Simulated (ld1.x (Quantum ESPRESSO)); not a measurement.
# PBE TM dataset for selenium (Se), scalar-relativistic all-electron reference.

Input for ld1.x (Quantum ESPRESSO) 7.5:

```
&input
   title='Se', zed=34., rel=1, dft='PBE', iswitch=3,
   config='[Ar] 3d10 4s1.75 4p4.25 4d-2',
   nld=3, rlderiv=2.25, eminld=-3.0, emaxld=5.0, deld=0.02
 /
 &inputp
   pseudotype=2, tm=.true., lloc=-2, rcloc=1.80,
   nlcc=.true., rcore=1.25,
   file_pseudopw='Se.UPF', file_wfcaegen='ae.wfc', file_wfcncgen='nc.wfc', file_beta='beta', file_chi='chi'
 /
3
4S  1  0   1.75   0.00  1.65  1.65  0.0
4P  2  1   4.25   0.00  1.95  1.95  0.0
4D  3  2  -2.00   0.15  2.05  2.05  0.0
 &test
   configts(1)='4s1.75 4p4.25'
 /
```

Command:

```bash
ld1.x < Se.in > Se.out
```

Output (shortened: banner, matrices, multipoles, cross overlaps and the repeated all-electron block are left out):

```
Program LD1 v.7.5
     --------------------------- All-electron run ----------------------------

     Se
     scalar relativistic calculation

     atomic number is 34.00
     dft =PBE   lsd =0 sic =0 latt =0  beta=0.20 tr2=1.0E-14
     Exchange-correlation= PBE
                           (   1   4   3   4   0   0   0)
     mesh =1211 r(mesh) =  99.34906 a.u. xmin = -7.00 dx = 0.01250
     1 Ry =  13.60569312 eV, c = 137.03599908

     n l     nl                  e(Ry)          e(Ha)          e(eV)
     1 0     1S 1( 2.00)      -919.1419      -459.5710    -12505.5629
     2 0     2S 1( 2.00)      -118.1571       -59.0786     -1607.6096
     2 1     2P 1( 6.00)      -103.9288       -51.9644     -1414.0231
     3 0     3S 1( 2.00)       -15.7235        -7.8618      -213.9295
     3 1     3P 1( 6.00)       -11.2743        -5.6371      -153.3944
     3 2     3D 1(10.00)        -3.9344        -1.9672       -53.5304
     4 0     4S 1( 1.75)        -1.2862        -0.6431       -17.4993
     4 1     4P 1( 4.25)        -0.4902        -0.2451        -6.6693

     final scf error:  4.9E-15 reached in  35 iterations

     Etot =   -4859.732426 Ry,   -2429.866213 Ha,  -66120.028050 eV

     Ekin =    4959.000136 Ry,    2479.500068 Ha,   67470.634045 eV
     Encl =  -11714.832751 Ry,   -5857.416375 Ha, -159388.419395 eV
     Eh   =    2071.677583 Ry,    1035.838792 Ha,   28186.609446 eV
     Exc  =    -175.577394 Ry,     -87.788697 Ha,   -2388.852146 eV

     normalization and overlap integrals

     s(1S/1S) =  1.000000  <r> =   0.0441  <r2> =    0.0026  r(max) =   0.0287
     s(2S/2S) =  1.000000  <r> =   0.1959  <r2> =    0.0453  r(max) =   0.1651
     s(2P/2P) =  1.000000  <r> =   0.1711  <r2> =    0.0359  r(max) =   0.1318
     s(3S/3S) =  1.000000  <r> =   0.5740  <r2> =    0.3794  r(max) =   0.5021
     s(3P/3P) =  1.000000  <r> =   0.5895  <r2> =    0.4078  r(max) =   0.5021
     s(3D/3D) =  1.000000  <r> =   0.6303  <r2> =    0.4972  r(max) =   0.4544
     s(4S/4S) =  1.000000  <r> =   1.7910  <r2> =    3.6884  r(max) =   1.5085
     s(4P/4P) =  1.000000  <r> =   2.2894  <r2> =    6.2006  r(max) =   1.7970

     ------------------------ End of All-electron run ------------------------

     --------------------- Generating NC pseudopotential ---------------------

      Generating local potential from pseudized AE potential:
      Matching radius rcloc =   1.8000
      Enforcing V''(0)=0 (lloc=-2)

      Local pseudo, rcloc= 1.820 Estimated cut-off energy=     9.34 Ry

      Computing core charge for nlcc:

       r > 1.25 : true rho core
       r < 1.25 : rho core = a sin(br)/r    a=   4.57  b=   2.17

      Integrated core pseudo-charge :   3.36

      Wfc   4S  rcut= 1.646  Using Troullier-Martins method

      Wfc   4P  rcut= 1.961  Using Troullier-Martins method

      Wfc   4D  rcut= 2.062  Using Troullier-Martins method

     ------------------- End of pseudopotential generation -------------------

     Computing logarithmic derivative in   2.23649
     Computing logarithmic derivative in   2.23649
     Computing the partial wave expansion
     R is outside the sphere for l=    0 j= 0.00
     R is outside the sphere for l=    1 j= 0.00
     R is outside the sphere for l=    2 j= 0.00

     ---------------------- Testing the pseudopotential ----------------------

     Se
     scalar relativistic calculation

     atomic number is 34.00   valence charge is  6.00
     dft =PBE   lsd =0 sic =0 latt =0  beta=0.20 tr2=1.0E-14
     mesh =1211 r(mesh) =  99.34906 xmin = -7.00 dx = 0.01250

     n l     nl             e AE (Ry)        e PS (Ry)    De AE-PS (Ry)
     1 0     4S   1( 1.75)       -1.28617       -1.28618        0.00001
     2 1     4P   1( 4.25)       -0.49019       -0.49019        0.00000

     eps = 3.4E-16  iter =  4

     Etot =   -4859.732426 Ry,   -2429.866213 Ha,  -66120.028050 eV
     Etotps =   -22.523132 Ry,     -11.261566 Ha,    -306.442824 eV

     Ekin =       6.181617 Ry,       3.090808 Ha,      84.105183 eV
     Encl =     -36.974921 Ry,     -18.487460 Ha,    -503.069423 eV
     Ehrt =      15.222235 Ry,       7.611117 Ha,     207.109055 eV
     Ecxc =      -8.411075 Ry,      -4.205538 Ha,    -114.438512 eV
     (Ecc =      -3.884168 Ry,      -1.942084 Ha,     -52.846802 eV)
     Epseu=       1.459012 Ry,       0.729506 Ha,      19.850872 eV

     ---------------------- End of pseudopotential test ----------------------
```

Generation and configuration tests took about 1.7 s on one core of a shared server CPU.
